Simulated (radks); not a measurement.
The lithium anion Li-, [He] 2s2, held by a Watson sphere: a shell of charge +1 at radius R that stands for the Madelung well of a crystal (potential energy -1/R inside, -1/r outside, in hartree with lengths in bohr). Calculated with a radial shooting solver on a logarithmic mesh with Libxc functionals: non-relativistic Kohn-Sham, LDA (Slater exchange, Perdew-Wang correlation), spin-polarised, spherical densities, point nucleus. Response by self-consistent Sternheimer equations with the Hartree and adiabatic LDA kernel. The sphere does not respond.

[
 {"R (bohr)": "1.84", "e(1s) (eV)": "-53.563", "e(2s) (eV)": "-4.644", "<r> 2s (bohr)": "3.178", "sum of <r^2> (bohr^2)": "24.88", "X-ray form factor at sin(theta)/lambda = 0.3 1/angstrom": "1.464", "alpha (bohr^3)": "83.31"},
 {"R (bohr)": "2.07", "e(1s) (eV)": "-52.460", "e(2s) (eV)": "-4.553", "<r> 2s (bohr)": "3.249", "sum of <r^2> (bohr^2)": "25.88", "X-ray form factor at sin(theta)/lambda = 0.3 1/angstrom": "1.465", "alpha (bohr^3)": "88.31"},
 {"R (bohr)": "3.4", "e(1s) (eV)": "-50.053", "e(2s) (eV)": "-3.893", "<r> 2s (bohr)": "3.732", "sum of <r^2> (bohr^2)": "33.53", "X-ray form factor at sin(theta)/lambda = 0.3 1/angstrom": "1.484", "alpha (bohr^3)": "136.3"},
 {"R (bohr)": "3.46", "e(1s) (eV)": "-50.014", "e(2s) (eV)": "-3.862", "<r> 2s (bohr)": "3.754", "sum of <r^2> (bohr^2)": "33.92", "X-ray form factor at sin(theta)/lambda = 0.3 1/angstrom": "1.485", "alpha (bohr^3)": "139.1"},
 {"R (bohr)": "3.6", "e(1s) (eV)": "-49.932", "e(2s) (eV)": "-3.791", "<r> 2s (bohr)": "3.805", "sum of <r^2> (bohr^2)": "34.82", "X-ray form factor at sin(theta)/lambda = 0.3 1/angstrom": "1.487", "alpha (bohr^3)": "145.9"},
 {"R (bohr)": "3.64", "e(1s) (eV)": "-49.911", "e(2s) (eV)": "-3.771", "<r> 2s (bohr)": "3.820", "sum of <r^2> (bohr^2)": "35.08", "X-ray form factor at sin(theta)/lambda = 0.3 1/angstrom": "1.487", "alpha (bohr^3)": "147.9"},
 {"R (bohr)": "3.66", "e(1s) (eV)": "-49.901", "e(2s) (eV)": "-3.761", "<r> 2s (bohr)": "3.827", "sum of <r^2> (bohr^2)": "35.21", "X-ray form factor at sin(theta)/lambda = 0.3 1/angstrom": "1.487", "alpha (bohr^3)": "148.9"},
 {"R (bohr)": "3.84", "e(1s) (eV)": "-49.818", "e(2s) (eV)": "-3.671", "<r> 2s (bohr)": "3.892", "sum of <r^2> (bohr^2)": "36.39", "X-ray form factor at sin(theta)/lambda = 0.3 1/angstrom": "1.489", "alpha (bohr^3)": "158.2"}
]
